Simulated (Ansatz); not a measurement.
`[InH2][BH][TeH]` + CH₄ → `C[BH][InH2]` + H₂Te at 700 K and 1 bar (formal exchange of groups at a B–Te bond).

Computed with Ansatz on PBE0-D4/def2-TZVP structures; ΔE is electronic, products minus reactants. CBS: MP2 limit from def2 TZ/QZ plus the TZ coupled-cluster correction, frozen cores. This one scheme is used for every species. Elements past krypton have def2 core potentials. For In, Te outer-core shells are correlated without core-valence functions, which leaves a few kJ/mol of doubt a bond.

| species | CCSD(T)/CBS energy (Eh) | H − E (kJ/mol) | S (J/(mol·K)) |
| --- | --- | --- | --- |
| `[InH2][BH][TeH]` | -484.70285 | 145.0 | 446.3 |
| CH₄ | -40.46206 | 145.9 | 224.0 |
| `C[BH][InH2]` | -256.21482 | 223.6 | 430.9 |
| H₂Te | -268.91024 | 57.2 | 261.6 |

H − E and S are ideal-gas, rigid-rotor, harmonic terms from PBE0-D4/def2-TZVP, for one conformer and one mirror image of each species. 1 Eh = 2625.50 kJ/mol, R = 8.31446 J/(mol·K).

Q: By hand: ΔE, ΔH, ΔS and ΔG.

A: ΔE = (-256.21482) + (-268.91024) − (-484.70285) − (-40.46206) = 0.03985 Eh = 104.6 kJ/mol. Δ(H − E) = 223.6 + 57.2 − 145.0 − 145.9 = -10.1, so ΔH = 94.5 kJ/mol. ΔS = 430.9 + 261.6 − 446.3 − 224.0 = 22.2 J/(mol·K). ΔG = 94.5 − 700 × (22.2)/1000 = 79.0 kJ/mol.

Q: By hand: the equilibrium constant, and the temperature at which ΔG would vanish if ΔH and ΔS stayed fixed.

A: log₁₀ K = −ΔG/(RT ln 10) = -5.9. ΔG = 0 at ΔH/ΔS = 4257 K, far beyond where these terms or the molecules hold.

ΔH outweighs TΔS. A doubt of 5 kJ/mol in ΔE shifts log₁₀ K by 0.4 here. Other conformers and mirror images would add mixing entropy, several J/(mol·K) or more a flexible species. These are equilibria of isolated gas molecules and say nothing of rates. Largest T1 diagnostic: 0.016 (customary marks: 0.02 for closed shells, 0.045 for open ones).
